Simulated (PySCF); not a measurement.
Two species compared at the same levels of theory.

First species: C₇H₁₁FO.
Z-matrix (Å and degrees, GFN2-xTB geometry), rows numbered from 1:
```
C 
C   1  1.3195
C   2  1.4971  1  124.13
C   3  1.5409  2  112.78  1  -118.37
C   4  1.5321  3  111.03  2    52.70
C   4  1.5377  3  109.97  2   174.53
C   4  1.5035  3  109.51  2   -68.93
O   7  1.1797  4  130.43  3   -10.07
F   7  1.3697  4  111.19  3   172.32
H   1  1.0764  2  122.08  3  -179.44
H   1  1.0782  2  121.75  3     0.11
H   2  1.0815  1  120.61  3   179.43
H   3  1.0914  2  109.78  1     2.86
H   3  1.0936  2  108.71  1   121.38
H   5  1.0875  4  110.65  3   -60.46
H   5  1.0872  4  110.84  3   178.69
H   5  1.0870  4  109.39  3    58.83
H   6  1.0873  4  109.49  3   -63.62
H   6  1.0878  4  110.63  3   176.80
H   6  1.0881  4  110.70  3    56.18
```

Second species: 1-chloro-3-fluorobenzene, C6H4ClF.
Structure used (GFN2-xTB), in Å, numbered top down from 1:
```xyz
12
C6H4ClF angstrom
F     -0.7538    2.6068    0.0100
C     -0.4045    1.3069    0.0053
C     -1.3963    0.3432    0.0409
C     -1.0213   -0.9894    0.0355
C      0.3149   -1.3481   -0.0068
C      1.2859   -0.3586   -0.0419
Cl     2.9529   -0.7994   -0.0947
C      0.9396    0.9831   -0.0364
H     -2.4321    0.6402    0.0729
H     -1.7775   -1.7585    0.0635
H      0.6063   -2.3860   -0.0117
H      1.6869    1.7592   -0.0627
```

Levels: PBE0/pcSseg-1 for dipole moment, HOMO energy, LUMO energy and HOMO–LUMO gap; GFN2-xTB for rotational constant A and rotational constant C. Geometries: GFN2-xTB. Each structure is a single optimised conformer of the isolated species, non-relativistic unless stated; the electronic structure was computed with PySCF and density fitting.

The conformers computed, where there is a choice (atom-mapped SMILES and torsion angles):
- `[CH2:1]=[CH:2][CH2:3][C:4]([CH3:5])([CH3:6])[C:7](=[O:8])[F:9]`: C1–C2–C3–C4 -118°, C2–C3–C4–C5 53°, C3–C4–C7–O8 -10°

Values for the first species:

- Dipole moment: 3.00 D
- HOMO energy: -7.69 eV
- LUMO energy: -0.41 eV
- HOMO–LUMO gap: 7.28 eV
- Rotational constant A: 2.400 GHz
- Rotational constant C: 1.025 GHz

Question: Estimate the same properties for the second species, and the change in each.

Answer: 
```tsv
property	first	second	second less first
dipole moment	3.00 D	1.59 D	-1.41 D
HOMO energy	-7.69 eV	-7.41 eV	+0.28 eV
LUMO energy	-0.41 eV	-0.85 eV	-0.44 eV
HOMO–LUMO gap	7.28 eV	6.56 eV	-0.72 eV
rotational constant A	2.400 GHz	3.458 GHz	+1.058 GHz
rotational constant C	1.025 GHz	0.881 GHz	-0.144 GHz
```

On the first: The dipole matches unit charges of opposite sign 0.63 Å apart (1 e·Å = 4.8032 D). A dipole of 3.00 D is allowed in C1, and pure rotational transitions are dipole-allowed.

On the second: In atomic units the dipole is 0.63 e·bohr (1 au = 2.5417 D).
